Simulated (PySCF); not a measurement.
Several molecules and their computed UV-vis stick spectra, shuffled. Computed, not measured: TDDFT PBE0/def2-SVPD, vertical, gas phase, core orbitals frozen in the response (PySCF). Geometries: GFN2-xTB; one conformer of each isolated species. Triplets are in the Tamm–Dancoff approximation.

A. `CO[Si@@](N)(O)C(=O)O`
B. `F[SiH2][C@@](F)(C[SiH3])[SiH3]`
C. `FC[SiH2][C@H](F)[SiH2][SiH3]`

Lowest singlet levels (six at most, fewer where fewer were computed) with oscillator strengths:

1. 208 nm (f 0.022); 184 nm (f 0.023); 171 nm (f 0.004); 170 nm (f 0.073); 167 nm (f 0.069); 162 nm (f 0.127); T1 5.52 eV
2. 195 nm (f 0.135); 187 nm (f 0.007); 179 nm (f 0.050); 173 nm (f 0.016); 167 nm (f 0.007); 167 nm (f 0.038); T1 5.75 eV
3. 247 nm (f 0.004); 196 nm (f 0.018); 182 nm (f 0.002); 179 nm (f 0.004); 174 nm (f 0.100); 173 nm (f 0.033); T1 4.31 eV

Question: Which spectrum belongs to which structure?

Answer: 1 = B, 2 = C, 3 = A.
- A: S1 at 5.02 eV, HOMO→LUMO (93%); Löwdin shares by element: HOMO oxygen 67% or more, carbon 14% or more (atoms not listed hold the other 19%); LUMO oxygen 40% or more, carbon 38% or more, silicon 9%; HOMO -7.71 and LUMO -0.65 eV.
- B: S1 at 5.95 eV, HOMO→LUMO (98%); Löwdin shares by element: HOMO carbon 40%, silicon 13% or more, fluorine 13% or more (atoms not listed hold the other 34%); LUMO silicon 30% or more, carbon 12% or more, hydrogen 10% or more, fluorine 9% or more (atoms not listed hold the other 39%); HOMO -7.83 and LUMO -0.52 eV.
- C: S1 at 6.35 eV, HOMO→LUMO (89%); Löwdin shares by element: HOMO silicon 26% or more, carbon 23% or more, fluorine 11% or more (atoms not listed hold the other 39%); LUMO silicon 56%, carbon 9% or more (atoms not listed hold the other 35%); HOMO -8.03 and LUMO -0.55 eV.
